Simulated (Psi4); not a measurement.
C$_{6}$H$_{14}$B (SMILES [CH2]CB(CC)CC), doublet, geometry from GFN2-xTB; CCSD(T)/STO-3G (Psi4 1.11).

Psi4 was given this input:
```
memory 2 GB

molecule {
0 2
C    -0.81571304    1.49644311    0.49606975
C    -1.12370946    1.19925143   -0.87889224
B     0.01647518    0.17386727   -0.17679816
C    -0.40761165   -1.29009994    0.31421437
C    -1.89625439   -1.64115957    0.27361715
C     1.53991635    0.43359044   -0.60280714
C     2.57255751   -0.06594262    0.41533499
H    -0.18869520    2.34297524    0.72671335
H    -1.52628180    1.23578382    1.26398046
H    -0.72690411    1.83987995   -1.65112825
H    -2.07066148    0.74139282   -1.11428056
H     0.13287451   -2.04684031   -0.26230496
H    -0.06467319   -1.42339307    1.34681979
H    -2.26508282   -1.63211672   -0.75005955
H    -2.06893838   -2.63598655    0.68182680
H    -2.48365403   -0.93469187    0.85640922
H     1.74918646   -0.07210133   -1.55179763
H     1.72785621    1.49541898   -0.78299625
H     3.58630885    0.14011116    0.07582495
H     2.42691532    0.42566764    1.37473219
H     2.47426198   -1.13793348    0.56502969
}

set {
  basis sto-3g
  reference uhf
}

energy('ccsd(t)')
print_variables()
```

Problem. Write the output that Psi4 gives for this input, abridged.

Solution. 
```
   => Loading Basis Set <=

    Name: STO-3G
    Role: ORBITAL
    Keyword: BASIS

         ---------------------------------------------------------
                                   SCF
               by Justin Turney, Rob Parrish, Andy Simmonett
                          and Daniel G. A. Smith
                              UHF Reference
         ---------------------------------------------------------

  ==> Geometry <==

    Molecular point group: c1
    Full point group: C1

    Geometry (in Angstrom), charge = 0, multiplicity = 2:

       Center              X                  Y                   Z               Mass
    ------------   -----------------  -----------------  -----------------  -----------------
         C           -0.808707331734     1.477658761380     0.505863102878    12.000000000000
         C           -1.116703751734     1.180467081380    -0.869098887122    12.000000000000
         B            0.023480888266     0.155082921380    -0.167004807122    11.009305360000
         C           -0.400605941734    -1.308884288620     0.324007722878    12.000000000000
         C           -1.889248681734    -1.659943918620     0.283410502878    12.000000000000
         C            1.546922058266     0.414806091380    -0.593013787122    12.000000000000
         C            2.579563218266    -0.084726968620     0.425128342878    12.000000000000
         H           -0.181689491734     2.324190891380     0.736506702878     1.007825032230
         H           -1.519276091734     1.216999471380     1.273773812878     1.007825032230
         H           -0.719898401734     1.821095601380    -1.641334897122     1.007825032230
         H           -2.063655771734     0.722608471380    -1.104487207122     1.007825032230
         H            0.139880218266    -2.065624658620    -0.252511607122     1.007825032230
         H           -0.057667481734    -1.442177418620     1.356613142878     1.007825032230
         H           -2.258077111734    -1.650901068620    -0.740266197122     1.007825032230
         H           -2.061932671734    -2.654770898620     0.691620152878     1.007825032230
         H           -2.476648321734    -0.953476218620     0.866202572878     1.007825032230
         H            1.756192168266    -0.090885678620    -1.542004277122     1.007825032230
         H            1.734861918266     1.476634631380    -0.773202897122     1.007825032230
[...]
  @UHF Final Energy:  -256.91352664022315
    Total Energy =                       -256.9135266402231537
[...]
     19  19  18  20        -0.0239612788
     27  26   2   0         0.0230708719
     25  14   0   0         0.0228184173
     27  26   2   1         0.0220354191

    SCF energy       (wfn)                    = -256.913526640223154
    Reference energy (file100)                = -256.913526640223438

    Opposite-spin MP2 correlation energy      =   -0.304307587280083
    Same-spin MP2 correlation energy          =   -0.042702477319885
    Singles MP2 correlation energy            =   -0.000000000000000
    MP2 correlation energy                    =   -0.347010064599968
      * MP2 total energy                      = -257.260536704823380

    Opposite-spin CCSD correlation energy     =   -0.418515143954939
    Same-spin CCSD correlation energy         =   -0.037583850508182
    Singles CCSD correlation energy           =    0.000000000000000
    CCSD correlation energy                   =   -0.456098994463122
      * CCSD total energy                     = -257.369625634686543

            **************************
            *                        *
            *        CCTRIPLES       *
            *                        *
            **************************

    Wave function   =    CCSD_T
    Reference wfn   =      UHF

    Nuclear Rep. energy (wfn)                =  297.183018781901012
    SCF energy          (wfn)                = -256.913526640223154
    Reference energy    (file100)            = -256.913526640223438
    CCSD energy         (file100)            =   -0.456098994463122
    Total CCSD energy   (file100)            = -257.369625634686543

    Number of ijk index combinations:
    Spin Case AAA:                                3276
    Spin Case BBB:                                2925
    Spin Case AAB:                               10206
    Spin Case ABB:                                9828
    AAA (T) energy                             =   -0.000055862651225
    BBB (T) energy                             =   -0.000070005945284
    AAB (T) energy                             =   -0.001931775331817
    ABB (T) energy                             =   -0.001867939171293
    (T) energy                                   =   -0.003925583099619
      * CCSD(T) total energy                     = -257.373551217786201

  Variable Map:
  ----------------------------------------------------------------------------
[...]
  Array Variable Map:
  ----------------------------------------------------------------------------
[...]
[...]
```
